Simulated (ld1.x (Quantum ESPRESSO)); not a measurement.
## silicon (Si), ultrasoft: configuration errors across variants

Si (Z = 14), ultrasoft, made with ld1.x (Quantum ESPRESSO) 7.5 (PBE, non-relativistic). Core [Ne], reference 3s2 3p1.5 (charge +0.5). Waves: 3s (bound): rcut 1.20, rcutus 1.45 bohr; 3s channel at -0.05 Ry: rcut 1.20, rcutus 1.45 bohr; 3p (bound): rcut 1.80, rcutus 2.30 bohr; 3p channel at 3.1 Ry: rcut 1.80, rcutus 2.30 bohr; 3d channel at 0.1 Ry: rcut 2.10, rcutus 2.40 bohr. Local part: all-electron potential smoothed inside 1.30 bohr (lloc = -1). Core correction: a·sin(br)/r model core inside 1.30 bohr. Augmentation charge: PSQ, inside the norm-conserving radii.

All-electron excitation energies from the reference (eV): (1) 3s2 3p1 4.824; (2) 3s2 3p0 20.829; (3) 3s0 3p4 10.737; (4) 3s1 3p2 12.193; (5) 3s1 3p0 54.731.

Tests that are not counted but printed errors over 1 eV. “base”: 3s2 3p2 (solver errors, printed error -75.4 eV); 3s2 3p2.3 (solver errors, printed error -84.1 eV). “local potential all-electron potential smoothed inside 1.06 bohr (lloc = -1)”: 3s2 3p2 (solver errors, printed error -75.4 eV); 3s2 3p2.3 (solver errors, printed error -84.1 eV). “local potential all-electron potential smoothed inside 1.36 bohr (lloc = -1)”: 3s2 3p2 (solver errors, printed error -75.1 eV); 3s2 3p2.3 (solver errors, printed error -84.1 eV). “local potential all-electron potential smoothed inside 1.64 bohr (lloc = -1)”: 3s2 3p2 (solver errors, printed error -21.6 eV); 3s2 3p2.3 (solver errors, printed error -84.6 eV). “local potential all-electron potential smoothed inside 1.94 bohr (lloc = -1)”: 3s2 3p2 (solver errors, printed error -75.1 eV); 3s2 3p2.3 (solver errors, printed error -84.1 eV).

A true bound ghost makes a file unfit for plane-wave use even where its test errors are small: the radial tests pick states by their node count and pass the ghost by. Where a test does run into it, the solver fails or the error is huge.

Errors AE − PS in meV (a dash: test not solved or not reliable):

```tsv
change	(1)	(2)	(3)	(4)	(5)	bound ghosts
base	+0.7	+11	+75	+13	+41	s
local potential all-electron potential smoothed inside 1.06 bohr (lloc = -1)	+0.7	+11	+75	+13	+41	s
local potential all-electron potential smoothed inside 1.36 bohr (lloc = -1)	+0.7	+11	+75	+13	+41	s
local potential all-electron potential smoothed inside 1.64 bohr (lloc = -1)	+0.7	+11	+75	+13	+41	s
local potential all-electron potential smoothed inside 1.94 bohr (lloc = -1)	+0.7	+11	+75	+13	+41	s
local potential all-electron potential smoothed inside 2.10 bohr (lloc = -1)	+0.7	+11	+75	+13	+41	s
local potential all-electron potential smoothed inside 2.36 bohr (lloc = -1)	–	–	–	–	–	none
```

Problem. Give the same row for: local potential all-electron potential smoothed inside 2.70 bohr (lloc = -1).

Solution. –, –, –, –, –; bound ghosts: none.
